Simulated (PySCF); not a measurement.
C5H11FSSi2.
Geometry (GFN2-xTB, Å), atoms numbered from 1 in this order:
```xyz
20
C5H11FSSi2 angstrom
F     -3.6865   -0.5736    0.0734
Si    -2.2355   -0.0265    0.5254
C     -1.4113    0.9308   -0.9004
C     -0.3214    0.0284   -1.3725
S      0.1726   -0.0407   -2.9159
C      0.2431   -0.8499   -0.2965
C      1.1652   -0.0341    0.6193
Si     2.6095    0.8229   -0.2890
C     -0.9473   -1.4218    0.4964
H     -2.4791    0.7003    1.7583
H     -0.9576    1.8560   -0.5384
H     -2.0650    1.2096   -1.7259
H      0.8332   -1.6506   -0.7523
H      1.5662   -0.7109    1.3768
H      0.5671    0.7067    1.1550
H      3.5375    1.3031    0.7372
H      2.1049    1.9645   -1.0522
H      3.2713   -0.1422   -1.1625
H     -1.3560   -2.2871   -0.0304
H     -0.6162   -1.7741    1.4718
```

NICS is the negative of the GIAO shielding at a point without a nucleus: at the ring centre (0) and 1 Å above and below it (1); zz is the component along the ring normal. Level: GIAO PBE0/pcSseg-1 (PySCF, non-relativistic, gas phase) on the GFN2-xTB geometry, one conformer.

Ring bond lengths (Å), with Mayer bond orders in brackets: Si2–C3 1.905 (0.86), C3–C4 1.492 (0.98), C4–C6 1.499 (0.93), C6–C9 1.540 (0.99), C9–Si2 1.899 (0.90).

Problem. What do the NICS probes read (ppm)?

Solution. 
```csv
ring,type,NICS(0),"NICS(1), two faces","NICS(1)zz, two faces",rms pucker (Å),"centre to ring atoms, mean (Å)"
Si2–C3–C4–C6–C9,5-membered ring with Si; formal bonds all single,0.4,-1.8 / -3.5,-0.4 / -3.0,0.17,1.39
```

Problem. What do they say, and how far can they be read as aromaticity?

Solution. 
- Si2–C3–C4–C6–C9: mean NICS(1)zz -1.7 ppm, near zero. Si2, C3, C6, C9 have four or more neighbours, so the value isn't read as a sign of a π ring current.

Problem. What are the shieldings of the ring atoms and their hydrogens in the same run (means over atoms taken as equivalent)?

Solution. 
```tsv
atoms	environment	σ isotropic (ppm)	principal values of the symmetric part, first atom (ppm)
Si2	fluorine-bound silicon	317.5	277.7, 313.2, 361.6
C3	sp3 carbon bound to silicon	146.0	123.9, 137.9, 176.3
C4	thiocarbonyl carbon	-96.5	-258.7, -158.1, 127.3
C6	sp3 CH carbon	122.3	103.4, 111.7, 151.9
C9	sp3 carbon bound to silicon	155.4	132.9, 150.1, 183.2
H10	Si–H hydrogen	25.86	22.0, 25.0, 30.6
H11	methylene hydrogen	29.17	26.1, 28.2, 33.3
H12	methylene hydrogen	28.59	24.7, 28.4, 32.6
H13	methine hydrogen	28.20	25.2, 27.9, 31.5
H19	methylene hydrogen	29.93	25.3, 27.7, 36.8
H20	methylene hydrogen	30.29	26.3, 29.2, 35.4
```
